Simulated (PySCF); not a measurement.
Species: C5H7NO2.
Cartesian coordinates in Å at the GFN2-xTB level; atoms count from 1:
```xyz
15
C5H7NO2 angstrom
N      2.8563    0.3540    0.0887
C      1.7914   -0.3812   -0.2651
O      1.8321   -1.4518   -0.8325
C      0.4731    0.3027    0.1424
O      0.4983    1.3761    0.7106
C     -0.7331   -0.4446   -0.2123
C     -1.9293   -0.3495    0.7159
C     -1.9737    0.3428   -0.5903
H      3.7934    0.0464   -0.1066
H      2.6921    1.2311    0.5587
H     -0.5381   -1.3815   -0.7153
H     -2.5090   -1.2478    0.8608
H     -1.7990    0.2518    1.6031
H     -2.5855   -0.0586   -1.3831
H     -1.8734    1.4179   -0.5969
```

NICS = −σ at a ghost point: NICS(0) at the centroid of the ring atoms, NICS(1) 1 Å to either side along the normal of their mean plane, zz for the tensor component along that normal. Level: GIAO PBE0/pcSseg-1 (PySCF, non-relativistic, gas phase) on the GFN2-xTB geometry, one conformer.

Ring bond lengths (Å), with Mayer bond orders in brackets: C6–C7 1.517 (0.90), C7–C8 1.479 (1.00), C8–C6 1.517 (0.90).

Problem. Give the NICS values of each ring in ppm.

Solution. 
```csv
ring,type,NICS(0),"NICS(1), two faces","NICS(1)zz, two faces",rms pucker (Å),"centre to ring atoms, mean (Å)"
C6–C7–C8,3-membered carbocycle; formal bonds all single,-44.6,-7.5 / -8.4,-23.0 / -24.2,0.00,0.87
```

Problem. What can be read from them?

Solution. 
- C6–C7–C8: mean NICS(1)zz -23.6 ppm, shielded. C6, C7, C8 have four or more neighbours; no verdict on aromaticity is drawn. NICS(0) lies 37 ppm below the mean NICS(1).

Problem. List the ring angles and the Hirshfeld charges of the ring atoms.

Solution. 
- C6–C7–C8: C6 58.3° (-0.055 e), C7 60.8° (-0.071 e), C8 60.8° (-0.071 e); sum 180.0° against 180° for a flat convex ring.

Problem. How shielded are the nuclei of the rings and their hydrogens (means over atoms taken as equivalent)?

Solution. 
```tsv
atoms	environment	σ isotropic (ppm)
C6	sp3 carbon next to a carbonyl	170.7
C7 (×2)	three-membered-ring carbon	168.2
H11	methine hydrogen	28.07
H12 (×2)	methylene hydrogen	30.55
H13 (×2)	methylene hydrogen	30.51
```
